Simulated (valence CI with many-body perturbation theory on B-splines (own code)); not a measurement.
# E1 line list for Mn XII

Computed by configuration interaction combined with many-body perturbation theory (CI+MBPT): four valence electrons over a frozen Dirac-Fock core [Ne], radial functions for each j: 11 s, 11 p, 10 d, 8 f, 5 g, 2 h, with the one-electron correlation potential Σ1 (screened to all orders), the two-electron term Σ2, the three-electron term Σ3, Breit, model QED; selected single and double excitations, second order for the rest, scaled by the run's own slope (own B-spline code, finite nucleus).

No measured spectrum was set against this ion. As an estimate, levels of excited configurations hold to 0.05 to 0.15 % of their energy, terms of the ground configuration to about 0.5 %. Among the levels kept, up to 560 cm⁻¹ of a level comes from second order outside the variational space, and about a tenth of that is noise between levels of different J, which matters for small intervals.

Lines 201 to 250 of 560 in falling wavelength, among levels below 1114800 cm⁻¹, chosen from the strongest by gf and those to the six lowest levels. Wavelengths and rates use the calculated energies, so an error of 200 cm⁻¹ moves a line at 27.50 nm by 0.055 % and its rate by three times that or more. Electric multipoles are in the length gauge, E1 and E2 with the static RPA response of the core. Weak lines are less certain than strong ones. Lines between different terms over intervals too small for the method are left out, as are lines whose strength nearly cancels. Where a level lies close to another of its J and parity, the split of strength between their lines is uncertain. The highest levels of a list are the least certain.

Names give the largest LS component (configuration and term), which can be under half, so a name can repeat, a term be missing and a line seem to break the LS rules; names also repeat where a configuration has a term twice. Letters in brackets count levels of one name in rising energy.

| λ vac (nm) | Upper | Lower | A (s⁻¹) | log gf | Branch % |
| --- | --- | --- | --- | --- | --- |
| 27.50 | 3p3 3d 3D°_2 [a] | 3p4 3P_1 | 2.82e+09 | -0.80 | 24.1 |
| 27.49 | 3s 3p2 3d 3D_3 [c] | 3s2 3p 3d 3F°_3 | 1.15e+10 | -0.04 | 26.4 |
| 27.45 | 3s 3p2 3d 3P_2 [a] | 3s 3p3 3P°_2 | 3.44e+09 | -0.71 | 9.4 |
| 27.43 | 3s 3p 3d2 3F°_2 | 3s 3p2 3d 3D_1 [a] | 2.41e+09 | -0.87 | 6.7 |
| 27.35 | 3p3 3d 1F°_3 [c] | 3s 3p2 3d 3D_3 [a] | 3.60e+09 | -0.55 | 6.7 |
| 27.32 | 3s 3p2 3d 3F_2 [c] | 3s2 3p 3d 3F°_3 | 5.02e+09 | -0.55 | 9.0 |
| 27.29 | 3s 3p2 3d 1P_1 [b] | 3s2 3p 3d 1D°_2 | 4.70e+09 | -0.80 | 5.8 |
| 27.24 | 3s2 3d2 3F_2 | 3s2 3p 3d 1F°_3 | 4.34e+09 | -0.62 | 5.2 |
| 27.17 | 3s 3p2 3d 3P_1 [c] | 3s2 3p 3d 3D°_2 | 2.08e+10 | -0.16 | 20.9 |
| 27.16 | 3p3 3d 1P°_1 [a] | 3s 3p2 3d 3F_2 [a] | 4.26e+09 | -0.85 | 11.7 |
| 27.15 | 3p3 3d 3D°_1 [b] | 3s 3p2 3d 3D_1 [a] | 6.79e+09 | -0.65 | 10.7 |
| 27.14 | 3s 3p 3d2 3G°_5 | 3s 3p2 3d 3F_4 [b] | 4.38e+09 | -0.27 | 10.8 |
| 27.13 | 3s 3p 3d2 3F°_3 | 3s 3p2 3d 3D_2 [a] | 3.74e+09 | -0.54 | 8.1 |
| 27.08 | 3s 3p2 3d 3F_3 [c] | 3s2 3p 3d 3F°_3 | 6.48e+09 | -0.30 | 13.5 |
| 27.01 | 3s 3p 3d2 3F°_4 | 3s 3p2 3d 3D_3 [a] | 3.11e+09 | -0.51 | 7.8 |
| 26.95 | 3s 3p3 3S°_1 | 3s2 3p2 3P_2 | 2.97e+10 | -0.01 | 56.7 |
| 26.94 | 3s 3p2 3d 3P_0 [c] | 3s2 3p 3d 3D°_1 | 3.64e+10 | -0.40 | 34.2 |
| 26.94 | 3s 3p2 3d 3F_4 [c] | 3s2 3p 3d 3F°_3 | 1.62e+09 | -0.80 | 3.2 |
| 26.91 | 3s 3p2 3d 3F_2 [c] | 3s2 3p 3d 3F°_2 | 1.36e+10 | -0.13 | 24.4 |
| 26.90 | 3s 3p2 3d 3P_2 [c] | 3s2 3p 3d 1D°_2 | 7.46e+09 | -0.39 | 7.1 |
| 26.90 | 3s 3p2 3d 3P_1 [a] | 3s 3p3 3P°_2 | 5.96e+09 | -0.71 | 16.0 |
| 26.89 | 3s 3p2 3d 1D_2 [c] | 3s2 3p 3d 1F°_3 | 2.65e+10 | 0.16 | 27.2 |
| 26.88 | 3p4 3P_1 | 3s 3p3 5S°_2 | 2.86e+06 | -4.03 | 0.0 |
| 26.82 | 3p3 3d 3D°_2 [b] | 3s 3p2 3d 3F_3 [a] | 6.92e+09 | -0.43 | 23.6 |
| 26.77 | 3s 3p 3d2 3G°_4 | 3s 3p2 3d 3F_3 [b] | 2.95e+09 | -0.54 | 7.0 |
| 26.71 | 3s 3p 3d2 3F°_2 | 3s 3p2 3d 3G_3 | 9.75e+09 | -0.28 | 27.2 |
| 26.71 | 3p3 3d 3D°_3 [b] | 3s 3p2 3d 3F_4 [a] | 6.61e+09 | -0.31 | 37.7 |
| 26.71 | 3s 3p2 3d 3P_2 [c] | 3s2 3p 3d 3P°_1 | 2.44e+09 | -0.88 | 2.3 |
| 26.70 | 3p3 3d 3D°_3 [a] | 3p4 3P_2 | 3.22e+09 | -0.62 | 26.8 |
| 26.68 | 3p3 3d 3F°_3 [b] | 3s 3p2 3d 3F_4 [a] | 3.04e+09 | -0.64 | 17.3 |
| 26.66 | 3s 3p 3d2 5D°_4 [b] | 3s 3p2 3d 3D_3 [a] | 1.64e+09 | -0.80 | 2.5 |
| 26.65 | 3p3 3d 1F°_3 [c] | 3s 3p2 3d 3G_4 | 1.76e+09 | -0.88 | 3.3 |
| 26.58 | 3p3 3d 3F°_4 [b] | 3s 3p2 3d 3F_4 [a] | 1.38e+09 | -0.88 | 7.8 |
| 26.54 | 3s 3p 3d2 3G°_3 | 3s 3p2 3d 3F_2 [b] | 2.81e+09 | -0.68 | 6.5 |
| 26.52 | 3s2 3p 3d 3P°_1 | 3s2 3p2 1S_0 | 4.94e+07 | -2.81 | 0.1 |
| 26.49 | 3s 3p 3d2 3F°_3 | 3s 3p2 3d 3G_4 | 7.77e+09 | -0.24 | 16.9 |
| 26.45 | 3p3 3d 3P°_2 [a] | 3s 3p2 3d 3F_3 [a] | 2.49e+09 | -0.89 | 4.6 |
| 26.44 | 3s 3p 3d2 3F°_4 | 3s 3p2 3d 3G_5 | 7.98e+09 | -0.12 | 19.9 |
| 26.40 | 3s 3p3 3S°_1 | 3s2 3p2 3P_1 | 1.55e+10 | -0.31 | 29.6 |
| 26.33 | 3p3 3d 3D°_3 [b] | 3s 3p2 3d 3F_3 [a] | 2.11e+09 | -0.81 | 12.0 |
| 26.29 | 3s 3p2 3d 3P_1 [c] | 3s2 3p 3d 3P°_1 | 6.22e+09 | -0.71 | 6.3 |
| 26.18 | 3s 3p2 3d 3P_2 [c] | 3s2 3p 3d 3P°_2 | 4.38e+09 | -0.65 | 4.2 |
| 26.18 | 3s 3p2 3d 1F_3 [a] | 3s 3p3 1D°_2 | 1.09e+10 | -0.10 | 53.8 |
| 26.11 | 3s 3p 3d2 5D°_4 [b] | 3s 3p2 3d 3G_5 | 2.23e+09 | -0.69 | 3.5 |
| 26.03 | 3s2 3p 3d 3F°_2 | 3s2 3p2 3P_2 | 8.89e+07 | -2.35 | 22.0 |
| 25.90 | 3s 3p3 3S°_1 | 3s2 3p2 3P_0 | 6.07e+09 | -0.74 | 11.6 |
| 25.84 | 3s2 3p 3d 3D°_1 | 3s2 3p2 1S_0 | 1.24e+07 | -3.43 | 0.0 |
| 25.74 | 3s 3p2 3d 3D_3 [d] | 3s2 3p 3d 3F°_4 | 4.19e+09 | -0.54 | 6.7 |
| 25.66 | 3s2 3p 3d 3F°_3 | 3s2 3p2 3P_2 | 2.18e+08 | -1.82 | 91.9 |
| 25.63 | 3s 3p3 1P°_1 | 3s2 3p2 3P_2 | 1.23e+09 | -1.44 | 3.4 |
